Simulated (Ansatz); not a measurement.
Consider the cleavage of the B–Si bond: `OB(O)[SiH2]F` + `FC(F)(F)S` → `OB(O)SC(F)(F)F` + `F[SiH3]`.

Program: Ansatz. Geometries: PBE0-D4/def2-TZVP. ΔE: electronic, gas phase. CCSD(T)/CBS is the MP2 limit (def2-TZVPP, def2-QZVPP) plus CCSD(T) − MP2 in def2-TZVPP, frozen cores. This one scheme is used for every species. DFT in def2-TZVPP. B3LYP here is the variant with VWN-RPA as its local correlation; programs differ in this. One conformer a species, not always the lowest.

Question: Is it downhill or uphill in electronic energy at CCSD(T)/CBS, and by how much? (An estimate is asked.)

Answer: The calculation gave: Downhill: ΔE = -20.9 kcal/mol.

Question: What do these levels give: r2SCAN-D4, B3LYP-D4, B2PLYP, r2SCAN, B3LYP, HF/def2-TZVPP, SCS-MP2/def2-TZVPP, HF/def2-QZVPP, SCS-MP2/def2-QZVPP, HF/CBS(def2), MP2/CBS(def2), CCSD/CBS(def2)? (Best estimate.)

Answer: Computed: r2SCAN-D4 -21.5, B3LYP-D4 -20.4, B2PLYP -20.8, r2SCAN -21.3, B3LYP -19.3, HF/def2-TZVPP -21.4, SCS-MP2/def2-TZVPP -22.0, HF/def2-QZVPP -21.4, SCS-MP2/def2-QZVPP -21.9, HF/CBS(def2) -21.4, MP2/CBS(def2) -22.8, CCSD/CBS(def2) -20.6 kcal/mol.

Largest T1 diagnostic among the species: 0.013.

The D4 term adds −1.1 kcal/mol with B3LYP and −0.6 kcal/mol with PBE0; it sums over pairs of atoms, weighted by their polarisabilities, and B3LYP, whose exchange is more repulsive, gets the larger term. From PBE to PBE0 (25 % exact exchange), in def2-TZVPP and without D4, ΔE moves by −1.1 kcal/mol.
